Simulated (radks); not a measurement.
Q: Neutral manganese, [Ar] 3d5 4s2. Method: non-relativistic Kohn-Sham, PBE, spin-polarised, spherical densities, point nucleus; computed with a radial shooting solver on a logarithmic mesh with Libxc functionals. Every spin shell is full or empty, so the densities are truly spherical. Functionals are evaluated on that one density, not self-consistently. Rank these exchange functionals by their error against the exact value of the orbitals, and give that value: LDA, B88, PBEsol, revPBE, PW91, AM05, revTPSS, SCAN, r2SCAN.

A: Exact: -50.8762 hartree. From best to worst, with 100 (|E| - |E exact|)/|E exact| (equal figures are ties): revPBE +0.02, r2SCAN +0.13, PW91 +0.18, B88 +0.25, SCAN +0.40, revTPSS -0.48, PBEsol -2.76, AM05 -5.76, LDA -6.41.
